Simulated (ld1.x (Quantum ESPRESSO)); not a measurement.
Before and after: PAW potential for Pt (Z = 78)

| Item | Value |
| --- | --- |
| Element | platinum (Pt) |
| Generator | ld1.x (Quantum ESPRESSO) 7.5 |
| Type | PAW |
| Functional | LDA (PZ) |
| Relativity | scalar-relativistic |
| Frozen core | [Xe] 4f14 |
| Valence charge | 10 |
| Reference configuration | 5d8 6s2 6p0 |
| Partial waves | 6s (bound): rcut 2.15, rcutus 2.85 bohr; 6s channel at 0.45 Ry: rcut 2.15, rcutus 2.85 bohr; 6p (bound, empty): rcut 3.00, rcutus 3.30 bohr; 6p channel at 1 Ry: rcut 3.00, rcutus 3.30 bohr; 5d (bound): rcut 1.50, rcutus 2.05 bohr; 5d channel at 0.15 Ry: rcut 1.50, rcutus 2.05 bohr; 5f channel at 0.2 Ry: rcut 2.25, rcutus 3.00 bohr; 5f channel at 1.65 Ry: rcut 2.25, rcutus 3.00 bohr |
| Local potential | all-electron potential smoothed inside 2.10 bohr (lloc = -1) |
| Core correction | a·sin(br)/r model core, default radius (ld1.x builds one for every PAW set, though the input has nlcc=.false.) |
| Augmentation charge | BESSEL, radius 1.05 bohr |

All-electron outer shells of the reference configuration (LDA (PZ), scalar-relativistic, ld1.x):

| shell | level (eV) | outermost node (bohr) | outermost maximum (bohr) |
| --- | --- | --- | --- |
| 4f | -73.31 | – | 0.38 |
| 5p | -58.83 | 0.53 | 0.98 |
| 5d | -8.25 | 0.57 | 1.24 |
| 6s | -6.78 | 1.14 | 2.32 |
| 6p | -1.30 | 1.35 | 3.38 |

Change: wave 6p channel at 1 Ry: rcut 3.00, rcutus 3.30 bohr becomes 6p channel at -0.18 Ry: rcut 3.00, rcutus 3.30 bohr.

Cutoffs: the cutoffs (Ry, on a coarse ladder) from which the occupation-weighted sum of valence levels, in a spherical-Bessel basis at the reference potential, stays within 10 and 1 mRy of its value at 400 Ry; they do not see the model core or the augmentation charge, which bear on the density cutoff. Errors are all-electron minus pseudo energies relative to the spin-unpolarised reference configuration.

Q: What does the change do?

A: The potential gets neither clearly harder nor softer (25 Ry and 40 Ry → 25 Ry and 40 Ry); the errors of the 8 common tests hardly move; neither file shows a bound ghost at the reference potential, the only one tested.

```csv
quantity,base,changed
"cutoff, loose",25 Ry,25 Ry
"cutoff, tight",40 Ry,40 Ry
bound ghosts,none,none
"tests counted (converged, no solver errors)",8 of 9,8 of 9
"error for 5d9 6s1 6p0, meV [ΔE -0.93 eV]",+36,+36
"error for 5d9 6s0 6p0, meV [ΔE 8.61 eV]",-3.1,-3.1
"error for 5d8 6s0 6p0, meV [ΔE 28.87 eV]",+14,+14
"error for 5d9 6s0 6p1, meV [ΔE 4.25 eV]",-10,-8.8
"error for 5d6 6s0 6p0, meV [ΔE 107.33 eV]",-509,-509
"error for 5d10 6s0 6p0, meV [ΔE -0.88 eV]",-51,-51
"error for 5d9.5 6s0.5 6p0, meV [ΔE -1.02 eV]",+5.8,+5.8
"error for 5d9 6s1 6p0 (spin-polarised), meV [ΔE -1.31 eV]",+55,+55
s: phases at 3.62 bohr within 0.05 rad from the reference energy up to (Ry; the scan ends near 5),to the end of the scan,to the end of the scan
p: phases at 3.62 bohr within 0.05 rad from the reference energy up to (Ry; the scan ends near 5),2.2,1.9
d: phases at 3.62 bohr within 0.05 rad from the reference energy up to (Ry; the scan ends near 5),to the end of the scan,to the end of the scan
f: phases at 3.62 bohr within 0.05 rad from the reference energy up to (Ry; the scan ends near 5),3.0,3.0
lowest overlap eigenvalue by channel,"s 0.27, p 0.44, d 0.98, f 0.95","s 0.27, p 0.48, d 0.98, f 0.95"
```

Base: Tests not counted: 5d8 6s2 6p0 (spin-polarised) (pseudo-atom not self-consistent, printed error +15 meV). Changed file: Tests not counted: 5d8 6s2 6p0 (spin-polarised) (pseudo-atom not self-consistent, printed error +38 meV).
